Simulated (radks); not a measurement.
Q: All-electron atom: Ta+ in [Xe] 4f14 5d3 6s1. All-electron calculation, Dirac Kohn-Sham, PBEsol, spin-unpolarised, spherical densities, point nucleus; open shells are shared between the two j in proportion to 2j + 1. Program: a radial shooting solver on a logarithmic mesh with Libxc functionals.

Spin-orbit splittings of the eigenvalues, e(l+1/2) - e(l-1/2), with zeta = 2 splitting/(2l+1) and mean radii in bohr:

| shell | occ. | splitting (eV) | zeta (eV) | <r> j=l-1/2 | <r> j=l+1/2 |
|---|---|---|---|---|---|
| 2p | 6 | 1270 | 846.4 | 0.06488 | 0.07272 |
| 3p | 6 | ? | ? | 0.1943 | 0.2089 |
| 3d | 10 | 59.54 | 23.82 | 0.1830 | 0.1875 |
| 4p | 6 | 63.01 | 42.01 | 0.4645 | 0.4977 |
| 4d | 10 | 11.58 | 4.630 | 0.5166 | 0.5281 |
| 4f | 14 | 1.983 | 0.5665 | 0.6340 | 0.6450 |
| 5p | 6 | 8.776 | 5.851 | 1.220 | 1.327 |
| 5d | 3 | 0.6419 | 0.2568 | 2.057 | 2.134 |

Estimate the 3p splitting.

A: 273.3 eV (zeta = 182.2 eV).
